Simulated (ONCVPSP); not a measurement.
**beryllium (Be): ONCV pseudisation with PBE, scalar-relativistic reference atom.**

ONCVPSP 4.0.1 was run on this input:

```
# ATOM AND REFERENCE CONFIGURATION
# atsym  z   nc   nv     iexc    psfile
  Be 4.00    1    2        4      upf
#
#   n    l    f
    1    0    2.00
    2    0    1.00
    2    1    1.00
#
# PSEUDOPOTENTIAL AND OPTIMIZATION
# lmax
    1
#
#   l,   rc,      ep,       ncon, nbas, qcut
    0    1.50    0.00    4    7    3.90
    1    3.75    0.00    4    8    3.00
#
# LOCAL POTENTIAL
# lloc, lpopt,  rc(5),   dvloc0
    4    5    1.25    3.00
#
# VANDERBILT-KLEINMAN-BYLANDER PROJECTORs
# l, nproj, debl
    0    2    0.60
    1    2    1.50
#
# MODEL CORE CHARGE
# icmod, fcfact, rcfact
    3    4.75    1.15
#
# LOG DERIVATIVE ANALYSIS
# epsh1, epsh2, depsh
   -2.00    5.00    0.02
#
# OUTPUT GRID
# rlmax, drl
    6.00    0.01
#
# TEST CONFIGURATIONS
# ncnf
    4
# nvcnf
#   n    l    f
    2
    2    0    2.00
    2    1    0.00
#
    2
    2    0    1.00
    2    1    0.00
#
    2
    2    0    1.50
    2    1    0.00
#
    2
    2    0    0.00
    2    1    2.00
#
```

Command:

```bash
oncvpsp.x < Be.dat > Be.out
```

Output (shortened: citation, most of the input echo, consistency checks and plot data are left out):

```
ONCVPSP  (Optimized Norm-Conservinng Vanderbilt PSeudopotential)
scalar-relativistic version 4.0.1

#   n    l    f        energy (Ha)
    1    0    2.00    -3.9554447E+00
    2    0    1.00    -2.2655532E-01
    2    1    1.00    -9.3153562E-02

Reference configufation results
  iterations    24
  all-electron total energy (Ha)   -1.45001177D+01

Begin loop to  construct optimized pseudo wave functions
and semi-local pseudopoentials for all angular momenta

   Wellstate for l =  0  n =  3
     eigenvalue =   0.3734
     asymptotic potential =   0.8734
     half-point radius =  5.4086

Calculating optimized projector #   1

 for l=   0

    Fraction of norm inside rc  0.152985
    Optimizing pswf for qcut=   3.89 a_B^-1,  ecut=   7.58 Ha
    Residual kinetic energy error=  2.57D-04 Ha

    Energy error per electron        Cutoff
         Ha          eV             Ha
         0.01000     0.27211        3.10
         0.00100     0.02721        6.12
         0.00010     0.00272        9.35
         0.00001     0.00027       27.33

Calculating optimized projector #   2

 for l=   0

    Fraction of norm inside rc  0.114446
    Optimizing pswf for qcut=   3.89 a_B^-1,  ecut=   7.58 Ha
    Residual kinetic energy error=  1.14D-03 Ha

    Energy error per electron        Cutoff
         Ha          eV             Ha
         0.01000     0.27211        3.62
         0.00100     0.02721       10.44
         0.00010     0.00272       61.80
         0.00001     0.00027       76.47

   Wellstate for l =  1  n =  5
     eigenvalue =   1.4068
     asymptotic potential =   1.9068
     half-point radius =  6.4515

Calculating optimized projector #   1

 for l=   1

    Fraction of norm inside rc  0.719204
    Optimizing pswf for qcut=   3.00 a_B^-1,  ecut=   4.49 Ha
    Residual kinetic energy error=  1.52D-05 Ha

    Energy error per electron        Cutoff
         Ha          eV             Ha
         0.01000     0.27211        2.08
         0.00100     0.02721        3.11
         0.00010     0.00272        3.83
         0.00001     0.00027        5.44

Calculating optimized projector #   2

 for l=   1

    Fraction of norm inside rc  0.277480
    Optimizing pswf for qcut=   3.00 a_B^-1,  ecut=   4.49 Ha
    Residual kinetic energy error=  5.58D-03 Ha

    Energy error per electron        Cutoff
         Ha          eV             Ha
         0.01000     0.27211        4.14
         0.00100     0.02721       11.03
         0.00010     0.00272       18.86
         0.00001     0.00027       23.24

Construct Vanderbilt / Kleinmman-Bylander projectors

B matrix Hermiticity error, ll=   0
   1   2    8.7627E-06

  Orthonormal projector coefficients  1.7897E+01  1.5373E+00

B matrix Hermiticity error, ll=   1
   1   2   -2.6631E-07

  Orthonormal projector coefficients -7.7063E-01 -2.0925E-01

Model core correction analysis
  based on d2Exc/dn_idn_j

d2excae - all-electron derivatives

   -5.023216D-02   -4.078823D-02
   -4.079921D-02   -3.698012D-02

d2excps - pseudofunction derivatives with no core correction

   -5.154475D-02   -4.320282D-02
   -4.321665D-02   -3.953550D-02

rms 2nd derivative error    2.231985E-03

rmatch, rhocmatch    1.0457    0.2281

Teter function model core charge with specified parameters

d2excps - pseudofunction derivatives with core correction

   -5.157753D-02   -4.352951D-02
   -4.354361D-02   -3.985691D-02

rms 2nd derivative error    2.506603E-03

Pseudoatom total energy   -0.862043

Diagnostic tests using Vanderbilt-Kleinman-Bylander pseudopotentials
  1 or more projectors used as specified by nproj input data

   l    rcore       rmatch      e in        delta e   norm test  slope test

   0   1.5062212   1.5519534  -0.2265553  -0.0000001   1.0000099   1.0000066
   0   1.5062212   1.5519534   0.3734447   0.0000040   1.0000566   1.0000566

   1   3.7616624   3.8758746  -0.0931536  -0.0000001   0.9999996   1.0000016
   1   3.7616624   3.8758746   1.4068464   0.0000024   0.9999915   0.9999915

 Testing for bound ghosts
   n   l    E NL Schr. Eq   E Basis Diag.   E Cutoff

   1   0       -0.226555       -0.179475     81.85

   2   1       -0.093154       -0.092846     21.36

 Testing for highly-localized positive-energy ghosts
       l    <radius>/rc     E Basis Diag.   E Cutoff

       0        0.954463       80.265104     81.85  WARNING - GHOST(+)

Test configuration 0

   n   l     f        eae           eps        diff
   1   0  2.0000   -3.95544474
   2   0  1.0000   -0.22655532   -0.22655539   -7.47D-08
   2   1  1.0000   -0.09315356   -0.09315365   -8.99D-08

    Total energies and differences
      AE_ref= -1.45001177D+01  AE_tst= -1.45001177D+01  dif=  0.00D+00
      PS_ref= -8.62042904D-01  PS_tst= -8.62042904D-01  dif=  2.78D-15
      PSP excitation error= -2.78D-15

Test configuration 1

   n   l     f        eae           eps        diff
   1   0  2.0000   -3.90325919
   2   0  2.0000   -0.20615309   -0.20400969    2.14D-03

    Total energies and differences
      AE_ref= -1.45001177D+01  AE_tst= -1.46328711D+01  dif= -1.33D-01
      PS_ref= -8.62042904D-01  PS_tst= -9.94028503D-01  dif= -1.32D-01
      PSP excitation error= -7.68D-04

Test configuration 2

   n   l     f        eae           eps        diff
   1   0  2.0000   -4.32864212
   2   0  1.0000   -0.50348368   -0.49806453    5.42D-03

    Total energies and differences
      AE_ref= -1.45001177D+01  AE_tst= -1.42818952D+01  dif=  2.18D-01
      PS_ref= -8.62042904D-01  PS_tst= -6.46565595D-01  dif=  2.15D-01
      PSP excitation error=  2.75D-03

Test configuration 3

   n   l     f        eae           eps        diff
   1   0  2.0000   -4.10095771
   2   0  1.5000   -0.34904321   -0.34564918    3.39D-03

    Total energies and differences
      AE_ref= -1.45001177D+01  AE_tst= -1.44946650D+01  dif=  5.45D-03
      PS_ref= -8.62042904D-01  PS_tst= -8.57190454D-01  dif=  4.85D-03
      PSP excitation error=  6.00D-04

Test configuration 4

   n   l     f        eae           eps        diff
   1   0  2.0000   -4.00010063
   2   1  2.0000   -0.10800269   -0.10897905   -9.76D-04

    Total energies and differences
      AE_ref= -1.45001177D+01  AE_tst= -1.43663902D+01  dif=  1.34D-01
      PS_ref= -8.62042904D-01  PS_tst= -7.27492156D-01  dif=  1.35D-01
      PSP excitation error= -8.23D-04
```

The run took about 2.4 s on one core of a shared server CPU.
